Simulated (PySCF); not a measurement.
C6H7ClGe, SMILES [GeH3][c]1cc(Cl)ccc1 at its GFN2-xTB optimised geometry (Å):

```
15

Cl    -1.1841    -3.2674     0.0351
C     -0.3330    -1.7591     0.0230
C      1.0522    -1.7582     0.0241
C      1.7229    -0.5469     0.0121
C      1.0157     0.6412     0.0000
C     -0.3742     0.6412     0.0000
Ge    -1.3630     2.3264     0.0000
C     -1.0464    -0.5732     0.0109
H      1.5944    -2.6907     0.0328
H      2.8029    -0.5362     0.0113
H      1.5439     1.5855    -0.0114
H     -2.8029     2.0838    -0.3067
H     -0.7948     3.2674    -1.0117
H     -1.2726     3.0034     1.3296
H     -2.1272    -0.5937     0.0082
```

Calculation: PBE/def2-TZVP in PySCF.

Map of the deformation density (molecule minus spherical neutral atoms) (e/bohr³) on the plane z = 0.8 Å:

```
|222222222222222222222222222|
|222222222222222222222222222|
|222222222222222222222222222|
|222222222222222222222222222|
|222222221222222222222222222|
|222222212343212222222222222|
|222222112695211222222222222|
|222222112574111112222222222|
|222222221222111111122222222|
|222222211112211111112222222|
|222222211112211111112222222|
|222222211111012001111222222|
|222222211111112111111222222|
|222222111112200122111122222|
|222222111101100010011122222|
|222222111101100011111122222|
|222222211112211122111122222|
|222222221111022101111222222|
|222222221111012011112222222|
|222222222211111111112222222|
|222222222321111111112222222|
|222222222343211111122222222|
|222222222223222222222222222|
|222222222122222222222222222|
|222222222222222222222222222|
|222222222222222222222222222|
|222222222222222222222222222|
```
Scale: ten equal steps from -0.014 (start of '0') to 0.045 (end of '9'), in the order '0123456789'; x runs from -5.50 to 5.50, y from -5.50 (bottom) to 5.50 (top).
